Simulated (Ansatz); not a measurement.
The cluster AlCl₃. Charge 0, multiplicity 3. Geometry B3LYP-D4/def2-TZVP; atoms count from 1.

```csv
atom,x (Å),y (Å),z (Å)
Al1,0.785,0.295,-0.051
Cl2,-1.106,1.096,0.987
Cl3,1.275,-1.656,0.620
Cl4,-0.953,0.265,-1.556
```

In the triplet, Cl2 and Cl4 lie 2.68 Å apart (atoms count from 1), so these atoms are partly bonded to each other. At PBE0-D4/def2-TZVP a singlet of charge 0 lies 4.01 eV below the triplet, each at its own geometry. The structure comes from a short search, and lower isomers may exist.

(1) Estimate the Mulliken populations from the PBE0/def2-TZVP orbitals of Ansatz.

(2) Where does the spin sit?

(3) And the Mayer bond orders between heavy atoms (over 0.3)?

Results:

(1) 
| atom | charge (e) | spin (α − β) |
| --- | --- | --- |
| Al1 | 0.41 | 0.84 |
| Cl2 | -0.08 | 0.55 |
| Cl3 | -0.24 | 0.07 |
| Cl4 | -0.08 | 0.55 |
Mulliken values depend strongly on the basis.

(2) Summed by element: Al 0.84, Cl 1.16, of 2 unpaired in all. Largest on single atoms: Al1 0.84, Cl2 0.55, Cl4 0.55.

(3) Al1–Cl2 0.69 (2.30 Å); Al1–Cl3 1.19 (2.12 Å); Al1–Cl4 0.69 (2.30 Å); Cl2–Cl4 0.46 (2.68 Å).
